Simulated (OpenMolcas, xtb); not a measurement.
## SiNH3ClO (SMILES [NH][SiH](O)Cl): the energy, rung by rung

SiNH3ClO has 7 atoms, charge 0, and is taken as a doublet. SMILES: `[NH][SiH](O)Cl`. The shape is that of a PBE0-D4/def2-TZVP optimisation. This is one conformer, not always the lowest.

| atom | x (Å) | y (Å) | z (Å) |
| --- | --- | --- | --- |
| N | -0.3099 | 1.1115 | -0.8791 |
| Si | -0.0739 | -0.1143 | 0.3304 |
| O | 1.4656 | -0.6303 | 0.3048 |
| Cl | -1.3900 | -1.5939 | -0.2210 |
| H | -1.1515 | 1.6773 | -0.7563 |
| H | -0.3486 | 0.2802 | 1.7247 |
| H | 1.8696 | -0.7984 | -0.5492 |

Each level gives the energy change with the N1–H5 bond stretched from 1.022 to 1.532 Å (eV). The values are calculated.

| level | kind | program | value (eV) | less CCSD(T)/def2-SVP | CPU time (all runs) |
| --- | --- | --- | --- | --- | --- |
| GFN2-xTB | semi-empirical | xtb | 1.95 | -0.16 | under 2 s |
| GFN0-xTB | semi-empirical | xtb | 1.83 | -0.28 | under 2 s |
| UHF/def2-SVP | Hartree–Fock | OpenMolcas | 2.41 | +0.30 | 26 s |
| USVWN5/def2-SVP | LDA | OpenMolcas | 1.97 | -0.14 | 64 s |
| U-revPBE/def2-SVP | GGA | OpenMolcas | 1.94 | -0.17 | 1.7 min |
| UTPSS/def2-SVP | meta-GGA | OpenMolcas | 1.97 | -0.14 | 2.4 min |
| UB3LYP/def2-SVP | global hybrid | OpenMolcas | 2.10 | -0.01 | 1.8 min |
| ROCCSD(T)/def2-SVP | coupled cluster or CI | OpenMolcas | 2.11 | 0.00 | 2 min |

Differences are taken from ROCCSD(T)/def2-SVP for orientation; it has basis-set and higher-order errors of its own. The first shape isn't each level's own minimum. The values span 1.83 to 2.41 eV. Spin contamination of the reference (⟨S²⟩ at least 0.1 too high) touches UHF/def2-SVP. Times are those of the runs behind each value, whatever else they computed, on shared processors of several kinds: orders of magnitude only.
